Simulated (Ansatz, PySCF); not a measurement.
Gas-phase reaction in SMILES: COC=O → [CH]=O + C[O] (the C-O bond at the site shown breaks; other sites are not compared here)
Each molecule is optimised on its own at B3LYP-D3(BJ)/def2-TZVP (Ansatz, a quantum-chemistry and plane-wave program), one conformer each, not searched for the lowest.

Property: bond dissociation energy (electronic energy difference), in kJ/mol. Cores are frozen in the correlated levels unless marked. Open shells are spin-unrestricted. No spin-orbit coupling. Non-relativistic. CBS(X,Y): correlation extrapolated as X^-3; Hartree-Fock from the larger set. [CCSD(T)-MP2]/basis is that difference in the basis named.

```
level                                                                 program  bond dissociation energy (kJ/mol)
-------------------------------------------------------------  --------------  ---------------------------------
HF-D4/def2-TZVPD                                                PySCF + dftd4                                [?]
SVWN5/def2-TZVPD                                                       Ansatz                              517.6
BLYP-D4/def2-TZVPD                                             Ansatz + dftd4                                [?]
PBE0-D3(BJ)/def2-TZVP                                          Ansatz + dftd3                              434.8
PBE0/def2-TZVPD                                                        Ansatz                                [?]
BHLYP-D4/def2-TZVPD                                            Ansatz + dftd4                              409.3
TPSSh-D4/def2-TZVPD                                             PySCF + dftd4                              417.8
r2SCAN0-D4/def2-TZVPD                                          Ansatz + dftd4                              419.3
HSE06-D4/def2-TZVPD                                            Ansatz + dftd4                                [?]
LC-wPBE-D3(BJ)/def2-TZVPD                                      Ansatz + dftd3                              437.3
B2PLYP-D4/def2-TZVPD                                           Ansatz + dftd4                              432.1
SCS-MP2/aug-cc-pVDZ                                                    Ansatz                              445.2
SCS-MP2/cc-pVDZ                                                        Ansatz                              440.3
CCSD/STO-3G                                                            Ansatz                              349.5
RI-MP2/CBS(aug-cc-pVTZ,aug-cc-pVQZ)+[CCSD(T)-MP2]/aug-cc-pVTZ          Ansatz                              449.5
```

Problem. What belongs in the gaps?

Solution. 
- HF-D4/def2-TZVPD, bond dissociation energy (kJ/mol): 327.3
- BLYP-D4/def2-TZVPD, bond dissociation energy (kJ/mol): 411.4
- PBE0/def2-TZVPD, bond dissociation energy (kJ/mol): 428.9
- HSE06-D4/def2-TZVPD, bond dissociation energy (kJ/mol): 433.7
